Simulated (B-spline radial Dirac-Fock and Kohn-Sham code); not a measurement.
## What relativity does to the binding energies of Hf⁴⁸⁺

System: hafnium as Hf⁴⁸⁺, [Ar] 3d6.

Both columns are ΔSCF binding energies of the configuration average from a radial B-spline solver: non-relativistic Hartree-Fock with a point nucleus, and Dirac-Fock with a finite nucleus and the Coulomb interaction alone, averaged over the two j levels with weights 2j+1.

| shell | Hartree-Fock (eV) | Dirac-Fock (eV) | shift (eV) | shift (%) |
| --- | --- | --- | --- | --- |
| 1s | 63485.0 | 68543.3 | +5058.30 | +7.97 |
| 2s | 12750.2 | 14121.6 | +1371.40 | +10.76 |
| 2p | 12321.0 | 12797.9 | +476.96 | +3.87 |
| 3s | 4757.8 | 5140.3 | +382.48 | +8.04 |
| 3p | 4567.9 | 4728.0 | +160.11 | +3.51 |
| 3d | 4263.2 | 4273.5 | +10.38 | +0.24 |

Relativity binds 1s, 2s, 2p, 3s, 3p, 3d more strongly, among those listed most of all 2s in relative terms.

Values without a named source are computed, but for edge energies of neutral atoms, which are taken from tables.
